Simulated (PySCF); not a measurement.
C₃H₇NSi, SMILES C=C=CN[SiH3]. Heavy atoms are numbered as in [CH2:1]=[C:2]=[CH:3][NH:4][SiH3:5]. Hydrogens are named by the atom that carries them.

The structure is a stationary point at B3LYP-D3(BJ)/def2-SVP. This is a generated structure with no PubChem entry under its InChIKey; it may be hypothetical. The values are those of a single conformer.

The numbers are results of HF/pcSseg-1 (PySCF), not measurements.

GIAO shieldings, no solvent; atoms alike by connectivity are averaged. δ = σ(ref) − σ: ¹³C against TMS (σ = 192.6 ppm); ¹⁵N against NH3 (σ = 267.3 ppm); ²⁹Si against TMS (σ = 393.8 ppm); ¹H against TMS (σ = 31.99 ppm), references at their B3LYP-D3(BJ)/def2-TZVP geometries, non-relativistic.

| atoms | nucleus | count | δ (ppm) |
|---|---|---|---|
| C2 | ¹³C | 1 | (withheld) |
| C3 (CH) | ¹³C | 1 | 113.0 |
| C1 (CH2) | ¹³C | 1 | 93.4 |
| N4 (NH) | ¹⁵N | 1 | (withheld) |
| Si5 (SiH3) | ²⁹Si | 1 | -55.5 |
| H on C3 | ¹H | 1 | (withheld) |
| H on C1 | ¹H | 2 | 5.91 |
| H on Si5 | ¹H | 3 | (withheld) |
| H on N4 | ¹H | 1 | 1.41 |

Task: Fill in the missing entries. (An estimate is asked for; the answer gives what the named calculation found.)

Result: 
- H on Si5, δ (ppm): 4.40
- H on C3, δ (ppm): 6.80
- C2, δ (ppm): 223.7
- N4 (NH), δ (ppm): 21.3
